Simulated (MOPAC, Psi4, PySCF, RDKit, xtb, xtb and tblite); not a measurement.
Conformational energy of SMILES c1(C=C)cccc(c1)C(OC)=O. Scanned: dihedral C6–C7–C8–O9; all other coordinates were relaxed at GFN2-xTB. Points at φ and −φ are mirror images.

Geometry of the scan point at 180° (Å):
```
22

C      3.5987     1.2666    -0.1336
C      3.2025     0.0010    -0.0768
C      1.8245    -0.4763    -0.0425
C      1.5845    -1.8510     0.0305
C      0.2962    -2.3533     0.0665
C     -0.7889    -1.4972     0.0303
C     -0.5703    -0.1232    -0.0432
C     -1.6899     0.8476    -0.0850
O     -1.5528     2.0454    -0.1487
O     -2.8931     0.2525    -0.0435
C     -4.0126     1.1231    -0.0793
C      0.7252     0.3778    -0.0790
H      2.9093     2.0925    -0.1608
H      4.6438     1.5239    -0.1548
H      3.9495    -0.7834    -0.0508
H      2.4235    -2.5322     0.0595
H      0.1378    -3.4203     0.1232
H     -1.7970    -1.8786     0.0580
H     -4.0142     1.7017    -1.0056
H     -4.8937     0.4891    -0.0229
H     -3.9824     1.8155     0.7648
H      0.8496     1.4476    -0.1365
```

Levels: GFN2-xTB (xtb and tblite); MMFF94 // GFN2-xTB (RDKit); PBE/def2-SVP // GFN2-xTB (Psi4); PBE-D3(BJ)/def2-SVP // GFN2-xTB (Psi4); UFF // GFN2-xTB (RDKit); PM6, restricted, heats of formation // GFN2-xTB (MOPAC); PM7, restricted, heats of formation // GFN2-xTB (MOPAC); GFN1-xTB // GFN2-xTB (xtb); RKS-B3LYP/6-31G* = restricted B3LYP/6-31G*, spherical d, density fitting // GFN2-xTB run with PySCF; RHF/STO-3G = restricted Hartree-Fock/STO-3G // GFN2-xTB (PySCF); RMP2/3-21G = PySCF with restricted MP2 (frozen core)/3-21G // GFN2-xTB; RKS-M06-2X/6-31G* = PySCF with restricted M06-2X/6-31G*, spherical d, density fitting // GFN2-xTB.

Least-squares fit of E(φ) = a0 + Σ (a_n cos nφ + b_n sin nφ), n = 1 to 4, to the 12 scan points, in kJ/mol above the lowest point of each profile (levels whose profile four harmonics don't fit are not listed):

```csv
method,a0,a1,b1,a2,b2,a3,b3,a4,b4,rms of fit
GFN2-xTB,7.40,0.36,0.00,-7.94,0.00,-0.10,0.00,0.78,0.00,0.02
MMFF94,9.33,0.14,0.00,-10.62,0.00,-0.06,0.00,1.40,0.00,0.04
PBE/def2-SVP,15.10,0.48,0.00,-16.16,0.00,-0.38,0.00,1.45,0.00,0.25
PBE-D3(BJ)/def2-SVP,15.19,0.43,0.00,-16.32,0.00,-0.37,0.00,1.49,0.00,0.25
UFF,13.85,0.69,0.00,-16.02,0.00,-0.86,0.00,2.28,0.00,0.17
PM6,3.36,-0.06,0.00,-3.46,0.00,0.03,0.00,0.06,0.00,0.09
PM7,3.38,0.00,0.00,-3.79,0.00,0.06,0.00,0.36,0.00,0.08
GFN1-xTB,9.37,0.24,0.00,-10.09,0.00,-0.13,0.00,0.81,0.00,0.02
RKS-B3LYP/6-31G*,14.77,0.45,0.00,-15.91,0.00,-0.33,0.00,1.49,0.00,0.20
RHF/STO-3G,10.53,0.13,0.00,-11.08,0.00,-0.09,0.00,0.57,0.00,0.03
RMP2/3-21G,22.08,0.60,0.00,-23.31,0.00,-0.49,0.00,1.74,0.00,0.43
RKS-M06-2X/6-31G*,15.53,0.46,0.00,-16.92,0.00,-0.32,0.00,1.81,0.00,0.24
```
